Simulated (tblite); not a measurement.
Compound: C₆H₁₁BCl₂Si.
SMILES with atom numbers: `[CH3:1][B:2]([SiH2:3][CH:4]([Cl:5])[Cl:6])[C@@H:7]1[C@@H:8]2[CH2:9][C@H:10]12` (hydrogens: H11, H12, H13 on C1; H14, H15 on Si3; H16 on C4; H17 on C7; H18 on C8; H19, H20 on C9; H21 on C10)

Computed with GFN2-xTB (tblite), gas phase: L-BFGS steps from a force-field or distance-geometry start until the largest atomic force falls under 0.01 eV/Å.

Step 201: E = -827.4807 eV
```
atom  x, y, z in Å  |  force x, y, z in eV/Å
C1      0.0170   -1.3274   -1.9414   -0.020   0.012   0.003
B2      0.0081   -0.5134   -0.5957   -0.015  -0.005   0.020
Si3     1.3469   -0.8718    0.8057    0.013  -0.027  -0.003
C4      2.8349    0.3393    0.4745   -0.022   0.005   0.023
Cl5     2.3045    2.0252    0.6405   -0.014  -0.009  -0.001
Cl6     3.4498    0.0770   -1.1697    0.024   0.002  -0.012
C7     -0.9666    0.7106   -0.4881    0.004   0.006   0.011
C8     -1.4089    1.3778    0.7915   -0.021   0.003  -0.005
C9     -2.1508    0.2060    1.3550    0.019   0.013   0.004
C10    -2.4096    0.6789   -0.0401    0.006  -0.005   0.002
H11     0.2550   -2.3813   -1.8124   -0.007  -0.005   0.005
H12    -0.9047   -1.2498   -2.5153    0.006   0.000  -0.010
H13     0.8116   -0.9251   -2.5731    0.022   0.009   0.003
H14     1.0335   -0.5945    2.2161    0.004   0.021   0.010
H15     2.0419   -2.1722    0.8129   -0.012  -0.017  -0.005
H16     3.6827    0.2148    1.1458    0.005   0.008  -0.018
H17    -0.8180    1.4097   -1.3178    0.001   0.000  -0.017
H18    -1.2843    2.3774    1.1502   -0.026  -0.023  -0.010
H19    -2.9128    0.4087    2.0992    0.028  -0.008  -0.011
H20    -1.6295   -0.7337    1.5066   -0.019   0.015  -0.012
H21    -3.3100    0.9607   -0.5448    0.023   0.005   0.023
```

Step 202: E = -827.4811 eV
```
atom  x, y, z in Å  |  force x, y, z in eV/Å
C1      0.0248   -1.3192   -1.9463   -0.015   0.020  -0.002
B2      0.0067   -0.5106   -0.5974   -0.015  -0.001   0.036
Si3     1.3418   -0.8705    0.8073    0.028  -0.025  -0.003
C4      2.8359    0.3336    0.4735   -0.021   0.002   0.022
Cl5     2.3115    2.0233    0.6234   -0.011  -0.019   0.000
Cl6     3.4574    0.0554   -1.1659    0.021   0.005  -0.005
C7     -0.9733    0.7091   -0.4886   -0.002   0.006   0.008
C8     -1.4141    1.3804    0.7899   -0.017  -0.009   0.001
C9     -2.1488    0.2075    1.3620    0.022   0.014   0.003
C10    -2.4146    0.6726   -0.0343    0.004   0.005   0.001
H11     0.2604   -2.3739   -1.8203   -0.008  -0.012   0.013
H12    -0.8925   -1.2382   -2.5260    0.004   0.001  -0.017
H13     0.8254   -0.9173   -2.5709    0.015   0.013   0.007
H14     1.0331   -0.5899    2.2185    0.001   0.022   0.004
H15     2.0323   -2.1734    0.8163   -0.014  -0.015  -0.004
H16     3.6805    0.2107    1.1496   -0.004   0.012  -0.024
H17    -0.8335    1.4056   -1.3217    0.004   0.002  -0.021
H18    -1.2911    2.3824    1.1434   -0.030  -0.038  -0.015
H19    -2.9095    0.4100    2.1078    0.033  -0.006  -0.013
H20    -1.6234   -0.7297    1.5162   -0.020   0.022  -0.013
H21    -3.3178    0.9492   -0.5370    0.025   0.001   0.023
```

Step 203: E = -827.4818 eV
```
atom  x, y, z in Å  |  force x, y, z in eV/Å
C1      0.0367   -1.3055   -1.9546   -0.009   0.021  -0.011
B2      0.0040   -0.5064   -0.6006   -0.012   0.014   0.067
Si3     1.3329   -0.8699    0.8099    0.048  -0.023   0.008
C4      2.8352    0.3254    0.4724   -0.010  -0.013   0.023
Cl5     2.3184    2.0196    0.5931   -0.014  -0.021   0.006
Cl6     3.4701    0.0222   -1.1577    0.018   0.003  -0.003
C7     -0.9839    0.7072   -0.4904   -0.012   0.004   0.004
C8     -1.4221    1.3850    0.7864    0.005  -0.034   0.010
C9     -2.1421    0.2098    1.3730    0.019   0.018  -0.001
C10    -2.4218    0.6622   -0.0247    0.008   0.017   0.003
H11     0.2619   -2.3627   -1.8314   -0.014  -0.019   0.020
H12    -0.8719   -1.2137   -2.5466    0.009  -0.001  -0.022
H13     0.8515   -0.9099   -2.5653    0.002   0.022   0.012
H14     1.0301   -0.5848    2.2229    0.000   0.022  -0.022
H15     2.0170   -2.1770    0.8233   -0.021  -0.003  -0.006
H16     3.6747    0.2074    1.1569   -0.022   0.015  -0.031
H17    -0.8583    1.3987   -1.3294    0.007   0.007  -0.027
H18    -1.3028    2.3907    1.1320   -0.033  -0.050  -0.019
H19    -2.8991    0.4104    2.1230    0.031   0.001  -0.013
H20    -1.6092   -0.7226    1.5294   -0.016   0.025  -0.012
H21    -3.3302    0.9309   -0.5220    0.017  -0.006   0.014
```

Step 204: E = -827.4825 eV
```
atom  x, y, z in Å  |  force x, y, z in eV/Å
C1      0.0449   -1.2949   -1.9609    0.011   0.019  -0.012
B2      0.0011   -0.5041   -0.6016   -0.005   0.020   0.064
Si3     1.3274   -0.8724    0.8112    0.041  -0.002   0.009
C4      2.8318    0.3207    0.4735    0.002  -0.018   0.001
Cl5     2.3162    2.0168    0.5668   -0.017  -0.022   0.016
Cl6     3.4811   -0.0019   -1.1483    0.013   0.000   0.005
C7     -0.9918    0.7055   -0.4917   -0.011   0.005  -0.008
C8     -1.4278    1.3896    0.7830    0.032  -0.040   0.012
C9     -2.1351    0.2133    1.3817    0.013   0.010   0.003
C10    -2.4268    0.6547   -0.0168    0.001   0.021   0.002
H11     0.2519   -2.3564   -1.8388   -0.021  -0.011   0.022
H12    -0.8525   -1.1867   -2.5670    0.014  -0.001  -0.022
H13     0.8775   -0.9118   -2.5567   -0.020   0.022   0.028
H14     1.0301   -0.5891    2.2264   -0.004   0.024  -0.032
H15     2.0091   -2.1798    0.8231   -0.014  -0.017  -0.006
H16     3.6666    0.2100    1.1648   -0.028   0.018  -0.027
H17    -0.8769    1.3917   -1.3368    0.007   0.008  -0.024
H18    -1.3129    2.3980    1.1216   -0.030  -0.049  -0.021
H19    -2.8877    0.4120    2.1358    0.014   0.011  -0.004
H20    -1.5957   -0.7146    1.5394   -0.006   0.014  -0.008
H21    -3.3394    0.9164   -0.5092    0.007  -0.011   0.003
```

**Question.** Estimate the geometry and energy of step 205. (The exact step hangs on the optimiser's Hessian estimate; all steps are aligned on step 204, rigid shifts and turns removed.)

**Answer.** E = -827.4834 eV, largest force 0.076 eV/Å
```
atom  x, y, z in Å  |  force x, y, z in eV/Å
C1      0.0493   -1.2857   -1.9668    0.016   0.000  -0.005
B2     -0.0012   -0.5026   -0.6027    0.000   0.029   0.051
Si3     1.3235   -0.8760    0.8118    0.027   0.006   0.016
C4      2.8278    0.3179    0.4755    0.017  -0.032  -0.015
Cl5     2.3079    2.0126    0.5435   -0.028   0.001   0.029
Cl6     3.4940   -0.0177   -1.1372    0.009  -0.012  -0.004
C7     -0.9976    0.7044   -0.4944   -0.008   0.007  -0.014
C8     -1.4308    1.3932    0.7789    0.060  -0.045   0.015
C9     -2.1247    0.2155    1.3886   -0.004   0.003  -0.002
C10    -2.4297    0.6483   -0.0099    0.004   0.010   0.004
H11     0.2319   -2.3523   -1.8439   -0.031   0.008   0.013
H12    -0.8357   -1.1563   -2.5878    0.027  -0.009  -0.009
H13     0.9008   -0.9205   -2.5471   -0.022   0.024   0.031
H14     1.0246   -0.5929    2.2280    0.002   0.022  -0.051
H15     2.0035   -2.1844    0.8257   -0.014  -0.012  -0.009
H16     3.6581    0.2170    1.1735   -0.031   0.016  -0.013
H17    -0.8921    1.3859   -1.3447    0.005   0.004  -0.017
H18    -1.3213    2.4031    1.1120   -0.018  -0.022  -0.014
H19    -2.8713    0.4119    2.1483   -0.006   0.019   0.005
H20    -1.5794   -0.7082    1.5448    0.007  -0.003  -0.001
H21    -3.3463    0.9037   -0.4967   -0.011  -0.013  -0.010
```

The energy changes by -0.0009 eV. The first-order estimate −F·Δx gives -0.0013 eV and the mean of the old and new forces, exact on a quadratic surface, -0.0009 eV. The step makes an angle of 84° with the force vector and moves no atom by more than 0.040 Å.

What follows is the cost of the whole relaxation. Time: 5.2 s wall. Hardware: one thread of an Arm Neoverse N1, shared host with 64 logical CPUs at a one-minute load of 60.
